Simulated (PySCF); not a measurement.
Relaxation of singlet H₂GeS

Method: PySCF, PBE0, basis Ge def2-TZVP, S def2-TZVP, H def2-TZVP (no relativity, density fitting). A (50,194) grid was used.

A hand-made T-shaped (ligand arrangement 1) start, of Cs symmetry, held to at least that symmetry:

```xyz
4
charge 0 multiplicity 1, angstrom
Ge    0.5928    0.0000   -0.0360
S    -1.4560    0.0000    0.0355
H     0.5928    0.0000    1.4940
H     2.1219    0.0000    0.0174
```

Optimiser trace:
| step | E − E(last) (kJ/mol) | largest gradient (Eh/bohr) |
| --- | --- | --- |
| 0 | 171.72 | 0.04977 |
| 1 | 88.30 | 0.03744 |
| 2 | 28.22 | 0.02932 |
| 3 | 10.69 | 0.02286 |
| 4 | 1.42 | 0.00872 |
| 5 | 0.30 | 0.00329 |
| 6 | 0.07 | 0.00266 |
| 7 | 0.01 | 0.00073 |
| 8 | 0.00 | 0.00028 |
| 9 | 0.00 | 0.00005 |

It ends at C2v with Ge–H 1.540 Å (×2), Ge–S 2.021 Å; H–Ge–H 111.0°, H–Ge–S 124.5° (×2) (after a last refinement on a finer grid). A frequency run shows a minimum.

Final geometry:
```xyz
4
charge 0 multiplicity 1, angstrom
Ge    0.5315    0.0000    0.2383
S    -1.3125    0.0000   -0.5886
H     0.8075    0.0000    1.7532
H     1.8463    0.0000   -0.5631
```

The relaxation took roughly 28 core-seconds on a shared host.
